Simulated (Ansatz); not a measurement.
Isolated molecules relaxed with PBE0-D4/def2-TZVP in Ansatz; ΔE leaves out vibrations. CCSD(T)/CBS is the MP2 limit (def2-TZVPP, def2-QZVPP) plus CCSD(T) − MP2 in def2-TZVPP, frozen cores. Functionals use def2-TZVPP. B3LYP here is the variant with VWN-RPA as its local correlation; programs differ in this. For Ge outer-core shells are correlated without core-valence functions, which leaves a few kJ/mol of doubt a bond. Scalar relativity is left out up to krypton. One conformer a species, not always the lowest.

Reaction (formal exchange of groups at the Si–Ge bond): `[NH2][GeH2][SiH2]O` + `O=CC(O)F` → `O=CC(O)[SiH2]O` + `[NH2][GeH2][F]`

(1) Is it downhill or uphill in electronic energy at CCSD(T)/CBS, and by how much? (An estimate is asked.)

(2) What do these levels give: B3LYP-D4, PBE, B3LYP, SCS-MP2/def2-TZVPP, CCSD/def2-TZVPP, HF/CBS(def2)? (Best estimate.)

Largest T1 diagnostic among the species: 0.014.

## Answers

(1) The calculation gave: Downhill: ΔE = -29.9 kcal/mol.

(2) Computed: B3LYP-D4 -28.8, PBE -25.7, B3LYP -28.8, SCS-MP2/def2-TZVPP -32.2, CCSD/def2-TZVPP -29.8, HF/CBS(def2) -33.6 kcal/mol.

From PBE to PBE0 (25 % exact exchange), in def2-TZVPP and without D4, ΔE moves by −1.1 kcal/mol.
